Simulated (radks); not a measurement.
Results of a calculation; reference values are marked as such.
Dipole-allowed excitations along the series with 10 electrons in [Ne]. Code: a radial shooting solver on a logarithmic mesh with Libxc functionals. Model: non-relativistic Kohn-Sham, LB94 model potential, spin-unpolarised, spherical densities, point nucleus. Time-dependent linear response with the Hartree and adiabatic LDA kernel, continuum included through the Sternheimer equations. Lines are the poles of the dipole polarisability below minus the highest occupied eigenvalue, found on a grid refined at the orbital gaps; the lowest seven at most are given, and weak or close lines can be missed. The first line takes the name of the lowest orbital gap if no other gap lies below it; otherwise a line is named after a gap within 0.6 % of it, if that gap stands alone.

Sc11+: -e(HOMO) (eV) 676.71; lowest orbital gap (eV) 2p-3s 395.35; first line (eV) 396.37 (2p-3s); f 0.200; strongest line (eV) 455.93 (unassigned); its f 2.35; static alpha (bohr^3) 0.01697
Ti12+: -e(HOMO) (eV) 777.36; lowest orbital gap (eV) 2p-3s 452.45; first line (eV) 453.56 (2p-3s); f 0.197; strongest line (eV) 518.37 (unassigned); its f 2.45; static alpha (bohr^3) 0.01337
V13+: -e(HOMO) (eV) 884.82; lowest orbital gap (eV) 2p-3s 513.33; first line (eV) 514.52 (2p-3s); f 0.195; strongest line (eV) 584.61 (unassigned); its f 2.55; static alpha (bohr^3) 0.01068
Cr14+: -e(HOMO) (eV) 999.09; lowest orbital gap (eV) 2p-3s 577.99; first line (eV) 579.27 (2p-3s); f 0.193; strongest line (eV) 654.62 (unassigned); its f 2.63; static alpha (bohr^3) 0.008638
Mn15+: -e(HOMO) (eV) 1120.2; lowest orbital gap (eV) 2p-3s 646.44; first line (eV) 647.80 (2p-3s); f 0.191; strongest line (eV) 728.43 (unassigned); its f 2.70; static alpha (bohr^3) 0.007064
Fe16+: -e(HOMO) (eV) 1248.1; lowest orbital gap (eV) 2p-3s 718.67; first line (eV) 720.11 (2p-3s); f 0.190; strongest line (eV) 806.01 (unassigned); its f 2.77; static alpha (bohr^3) 0.005834
